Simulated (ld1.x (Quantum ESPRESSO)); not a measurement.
**osmium: excitation energies, all-electron against ultrasoft**

osmium, ultrasoft, made with ld1.x (Quantum ESPRESSO) 7.5 (PBE, scalar-relativistic). Core [Kr] 4d10, reference 4f14 5s2 5p6 5d6 6s1 6p0 (charge +1). Waves: 5s (bound): rcut 1.45, rcutus 1.95 bohr; 6s (bound): rcut 1.45, rcutus 1.95 bohr; 5p (bound): rcut 1.65, rcutus 2.05 bohr; 6p (bound, empty): rcut 1.65, rcutus 2.05 bohr; 5d (bound): rcut 2.25, rcutus 2.75 bohr; 5d channel at 0.55 Ry: rcut 2.25, rcutus 2.75 bohr; 4f (bound): rcut 0.54, rcutus 0.58 bohr; 4f channel at -3.45 Ry: rcut 0.54, rcutus 0.58 bohr. Local part: all-electron potential smoothed inside 1.90 bohr (lloc = -1). Core correction: a·sin(br)/r model core inside 0.60 bohr. Augmentation charge: built from norm-conserving waves at rcut, not smoothed further.

Energies are relative to the spin-unpolarised reference configuration 4f14 5s2 5p6 5d6 6s1 6p0; without spin polarisation the order of configurations can differ from experiment. Not all tests gave a result: test run stopped at test 6 of 7 (negative rho).

Its overlap operator is not positive definite in a basis up to 400 Ry (lowest eigenvalue s -0.01, p -2222.24), so the file is unfit for use: the generalised eigenproblem breaks down once the basis is large enough, and its test numbers describe a broken file.

| valence configuration | charge | ΔE all-electron (eV) | error AE − PS (meV) |
| --- | --- | --- | --- |
| 4f14 5s2 5p6 5d6 6s2 6p0 | 0 | -9.577 | -1718 |
| 4f14 5s2 5p6 5d6 6s0 6p0 | +2 | 16.915 | +2660 |
| 4f14 5s2 5p6 5d5 6s0 6p0 | +3 | 45.761 | +2140 |
| 4f14 5s2 5p6 5d7 6s0 6p0 | +1 | -0.538 | +2563 |
| 4f14 5s2 5p6 5d6 6s0 6p1 | +1 | 6.145 | +2637 |

Levels in the configuration 4f14 5s2 5p6 5d7 6s0 6p0:

```json
{"level": "4f", "all-electron (eV)": "-57.155", "pseudo (eV)": "-56.785"}
{"level": "5s", "all-electron (eV)": "-96.835", "pseudo (eV)": "-96.166"}
{"level": "5p", "all-electron (eV)": "-56.330", "pseudo (eV)": "-55.716"}
{"level": "5d", "all-electron (eV)": "-12.245", "pseudo (eV)": "-11.894"}
```

These tests converged, but a pseudo level misses the all-electron one widely, so the file describes the atom poorly there or has found another state: 4f14 5s2 5p6 5d6 6s2 6p0: 5d by 1.6 eV; 4f14 5s2 5p6 5d6 6s0 6p0: empty 6s by 3.2 eV; 4f14 5s2 5p6 5d5 6s0 6p0: empty 6s by 3.9 eV (a node warning on the way); 4f14 5s2 5p6 5d7 6s0 6p0: empty 6s by 2.4 eV; 4f14 5s2 5p6 5d6 6s0 6p1: empty 6s by 2.9 eV.

A Bessel basis up to 400 Ry misses an occupied level by 0.22 Ry, so cutoffs and ghosts were not judged.  The potential misses its own reference levels by up to 2.2 eV, so it is not fit for use.
